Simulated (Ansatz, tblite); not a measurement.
Removing and adding an electron: Ga2S3. Charge 0, multiplicity 1. Geometry: B3LYP-D4/def2-SVP. Ansatz, gas phase; energy differences of separate SCF runs; the oxidised species was run as a doublet alone; the reduced species was run as a doublet alone.

```xyz
5

Ga    0.8686    0.2166    1.4101
Ga   -0.4808   -0.3936   -1.5505
S    -2.2318   -0.1726   -2.5432
S     1.4535   -0.6634   -0.5258
S     0.3905    1.0130    3.2093
```

The xTB rows come from tblite. HOMO above LUMO, or a gap near zero within one spin, warns that the state may not be the lowest or that an electron is smeared out. The structure comes from a short search, and lower isomers may exist.

Task: Estimate orbital energies and vertical ionisation energies and electron affinities at: GFN1-xTB; GFN2-xTB; PBE-D4/def2-TZVP; PBE-D4/def2-TZVPD; r2SCAN-D4/def2-TZVP; r2SCAN-D4/def2-TZVPD; PBE0-D4/def2-TZVP; PBE0-D4/def2-TZVPD.

Result: 
| level | −HOMO (eV) | vertical IE (eV) | −LUMO (eV) | vertical EA (eV) | HOMO–LUMO gap (eV) | IE − EA (eV) | remarks |
| --- | --- | --- | --- | --- | --- | --- | --- |
| GFN1-xTB | 10.90 | 13.55 | 6.62 | 4.18 | 4.28 | 9.37 | – |
| GFN2-xTB | 11.11 | 13.41 | 9.22 | 6.93 | 1.89 | 6.47 | – |
| PBE-D4/def2-TZVP | 6.41 | 8.73 | 3.72 | – | 2.69 | – | gap within one spin near zero (+1 doublet) |
| PBE-D4/def2-TZVPD | 6.44 | – | 3.78 | 1.70 | 2.66 | – | HOMO above zero (-1 doublet) |
| r2SCAN-D4/def2-TZVP | 6.69 | 8.90 | 3.58 | – | 3.10 | – | gap within one spin near zero (+1 doublet) |
| r2SCAN-D4/def2-TZVPD | 6.69 | – | 3.61 | 1.68 | 3.08 | – | HOMO above zero (-1 doublet) |
| PBE0-D4/def2-TZVP | 7.50 | 9.08 | 2.97 | – | 4.53 | – | – |
| PBE0-D4/def2-TZVPD | 7.52 | – | 3.03 | 1.63 | 4.49 | – | – |

Relaxing the oxidised species (B3LYP-D4/def2-SVP) changes its energy by -0.03 eV at PBE-D4/def2-TZVP, so the adiabatic ionisation energy to this nearest minimum is 8.70 eV. At PBE0-D4/def2-TZVP it is 9.07 eV. The gap within one spin of the relaxed charge 1 doublet nearly closes, so an electron or hole may be smeared out by delocalisation error.     A HOMO above zero means that the electron is unbound at that level or that self-interaction error raises the level; the energy of removing that electron tells which. Raw xTB energy differences between charge states are shifted by several eV; the methods need an empirical correction for them.
